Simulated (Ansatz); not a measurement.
Basis-set extrapolation for C3H6ClFSi, SMILES `C=C(CCl)[SiH2]F` (PBE0-D4/def2-TZVP geometry, frozen core, Ansatz 0.2.0). Multiplicity 1, RHF reference.

```
                      def2-TZVPP   def2-QZVPP
                 HF  -965.129916  -965.161879
    MP2 correlation    -1.051195    -1.136180
CCSD(T) correlation    -1.149054      not run
```

Energies in hartree. Use E(X) = E(∞) + A·exp(−7.88·√X) for Hartree–Fock and E(X) = E(∞) + B·X^(−2.97) for correlation, with X = 3 and 4, and add CCSD(T) minus MP2 of the smaller set to the MP2 limit.

What is the CCSD(T) energy at the basis-set limit?

HF limit: -965.161879 + (-0.031963) × 0.13774 = -965.16628. MP2 limit: -1.136180 + (-0.084985) × 0.74074 = -1.19913. Higher-order term: -1.149054 − (-1.051195) = -0.09786. Total: -966.46327 hartree, 483.9 kJ/mol below CCSD(T)/def2-TZVPP.
